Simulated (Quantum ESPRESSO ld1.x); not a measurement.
The run below uses ld1.x (Quantum ESPRESSO 7.5).

```
 &input
    atom='Cu',
    iswitch=1,
    rel=2,
    dft='SLA-VWN',
    config='[Ar] 3d9',
    rel_dist='energy',
    verbosity='high',
    lsmall=.true.,
    prefix='ld1',
    max_out_wfc=37,
    file_charge='ld1.rho',
 /
```

Command: `OMP_NUM_THREADS=1 ld1.x < ld1.in > ld1.out`

Output (excerpt):

```
     Program LD1 v.7.5 starts

     --------------------------- All-electron run ----------------------------

     dirac relativistic calculation

     atomic number is 29.00
     dft =SLA-VWN   lsd =0 sic =0 latt =0  beta=0.20 tr2=1.0E-14
     Exchange-correlation= SLA-VWN
                           (   1   2   0   0   0   0   0)
     mesh =1997 r(mesh) =  99.55439 a.u. xmin = -8.00 dx = 0.00800
     1 Ry =  13.60569312 eV, c = 137.03599908

     n l j   nl                  e(Ry)          e(Ha)          e(eV)
     Spin orbit split results
     1 0 0.5 1S 1( 2.00)    -650.963831735    -325.481915868  -8856.8141288
     2 0 0.5 2S 1( 2.00)     -79.805705020     -39.902852510  -1085.8119320
     2 1 0.5 2P 1( 2.00)     -70.233332406     -35.116666203   -955.5731677
     2 1 1.5 2P 1( 4.00)     -68.730431539     -34.365215770   -935.1251597
     3 0 0.5 3S 1( 2.00)     -10.271863960      -5.135931980   -139.7558288
     3 1 0.5 3P 1( 2.00)      -7.298764520      -3.649382260    -99.3047502
     3 1 1.5 3P 1( 4.00)      -7.106543529      -3.553271765    -96.6894504
     3 2 1.5 3D 1( 4.00)      -2.216703969      -1.108351985    -30.1597940
     3 2 2.5 3D 1( 5.00)      -2.194538411      -1.097269206    -29.8582162
     Averaged results
     1 0     1S 1( 2.00)    -650.963831735    -325.481915868  -8856.8141288
     2 0     2S 1( 2.00)     -79.805705020     -39.902852510  -1085.8119320
     2 1     2P 1( 6.00)     -69.231398495     -34.615699247   -941.9411624
     3 0     3S 1( 2.00)     -10.271863960      -5.135931980   -139.7558288
     3 1     3P 1( 6.00)      -7.170617193      -3.585308596    -97.5612170
     3 2     3D 1( 9.00)      -2.203404635      -1.101702317    -29.9788473

     final scf error:  6.9E-15 reached in  21 iterations

     Etot =   -3302.450557 Ry,   -1651.225278 Ha,  -44932.128831 eV

     Ekin =    3358.413425 Ry,    1679.206713 Ha,   45693.542442 eV
     Encl =   -7916.105884 Ry,   -3958.052942 Ha, -107704.107382 eV
     Eh   =    1383.798920 Ry,     691.899460 Ha,   18827.543454 eV
     Exc  =    -128.557019 Ry,     -64.278509 Ha,   -1749.107345 eV

     normalization and overlap integrals

     s(1S/1S) =  1.000000  <r> =   0.0522  <r2> =    0.0037  r(max) =   0.0342
     LC norm =  0.98908998 + SC norm =  0.01091002 =  1.00000000
     s(2S/2S) =  1.000000  <r> =   0.2354  <r2> =    0.0655  r(max) =   0.1972
     LC norm =  0.99793815 + SC norm =  0.00206185 =  1.00000000
     s(2P/2P) =  1.000000  <r> =   0.2044  <r2> =    0.0513  r(max) =   0.1564
     LC norm =  0.99794747 + SC norm =  0.00205253 =  1.00000000
     s(2P/2P) =  1.000000  <r> =   0.2077  <r2> =    0.0529  r(max) =   0.1589
     LC norm =  0.99798205 + SC norm =  0.00201795 =  1.00000000
     s(3S/3S) =  1.000000  <r> =   0.7112  <r2> =    0.5851  r(max) =   0.6143
     LC norm =  0.99954236 + SC norm =  0.00045764 =  1.00000000
     s(3P/3P) =  1.000000  <r> =   0.7387  <r2> =    0.6452  r(max) =   0.6143
     LC norm =  0.99958815 + SC norm =  0.00041185 =  1.00000000
     s(3P/3P) =  1.000000  <r> =   0.7493  <r2> =    0.6638  r(max) =   0.6192
     LC norm =  0.99959746 + SC norm =  0.00040254 =  1.00000000
     s(3D/3D) =  1.000000  <r> =   0.9183  <r2> =    1.1055  r(max) =   0.5902
     LC norm =  0.99972646 + SC norm =  0.00027354 =  1.00000000
     s(3D/3D) =  1.000000  <r> =   0.9245  <r2> =    1.1208  r(max) =   0.5949
     LC norm =  0.99972913 + SC norm =  0.00027087 =  1.00000000

     LC charge = 26.95608172 + SC charge =  0.04391828 = 27.00000000

     ------------------------ End of All-electron run ------------------------
```

Run on one thread of a shared host, so times are rough (Intel(R) Xeon(R) Processor @ 2.60GHz): 0.58 s of CPU time, 0.63 s wall, 21 iterations on 1997 mesh points.
